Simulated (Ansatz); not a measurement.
These are frozen-core CCSD(T)/cc-pVTZ // CAM-B3LYP-D3(BJ)/def2-TZVP in Ansatz (a first-principles code) values and carry that method's errors.

Ansatz 0.2 input:
```yaml
crystal:
  periodic: [false, false, false]
  atoms:
    - { symbol: Al, position_ang: [-0.133812, 0.287297, 0.000826] }
    - { symbol: H, position_ang: [1.273091, -0.603389, -0.014327] }
    - { symbol: H, position_ang: [-0.788912, 1.680431, 0.010601] }
    - { symbol: H, position_ang: [-0.350368, -1.364339, 0.002902] }
basis:
  gaussian: { orbitals: cc-pVTZ }
correlation:
  method: ccsd_t
total_charge: 1
magnetization:
  spin_polarized: true
  initial_magnetization: 1
```

Output:

```
Functional definition: HF
439 factors; integrals over basis functions are off by at most 1.6e-3 eV
mean field evaluation 1: about -6619.5335 eV, gradient 6.6e0 eV
mean field evaluation 2: about -6619.5373 eV, gradient 6.6e0 eV
mean field evaluation 4: about -6620.1283 eV, gradient 6.0e-1 eV
mean field evaluation 8: about -6620.1373 eV, gradient 2.1e-3 eV
mean field evaluation 16: about -6615.8765 eV, gradient 3.6e0 eV
mean field -6620.13726013 eV, -243.2855570197 hartree, gradient 2.9e-6 eV, S^2 0.783425; 0 other end points of the search recorded, 0 dependent functions left out
5 core orbitals not correlated
reference -6620.13726013 eV, -243.2855570197 hartree; 3, 2 occupied and 68, 69 virtual orbitals, 439 factors
second order -1.87299019 eV of doubles, -0.00000000 eV of singles
cycle   1  -2.23947498 eV  change   -3.7e-1 eV  update   5.4e-2
cycle   2  -2.44399145 eV  change   -2.0e-1 eV  update   2.5e-2
cycle   3  -2.45727687 eV  change   -1.3e-2 eV  update   8.3e-3
cycle   4  -2.46012241 eV  change   -2.8e-3 eV  update   2.8e-3
cycle   5  -2.46044053 eV  change   -3.2e-4 eV  update   1.2e-3
cycle   6  -2.46039072 eV  change    5.0e-5 eV  update   4.5e-4
cycle   7  -2.46060851 eV  change   -2.2e-4 eV  update   1.8e-4
cycle   8  -2.46061815 eV  change   -9.6e-6 eV  update   6.5e-5
cycle   9  -2.46058920 eV  change    2.9e-5 eV  update   2.2e-5
cycle  10  -2.46059882 eV  change   -9.6e-6 eV  update   6.8e-6
cycle  11  -2.46059869 eV  change    1.4e-7 eV  update   1.9e-6
perturbative correction -0.03783055 eV, -0.0013902471 hartree
Total energy: -6622.63568937 eV, -243.3773726006 hartree
```

Cost: very roughly 2.5 core-seconds.
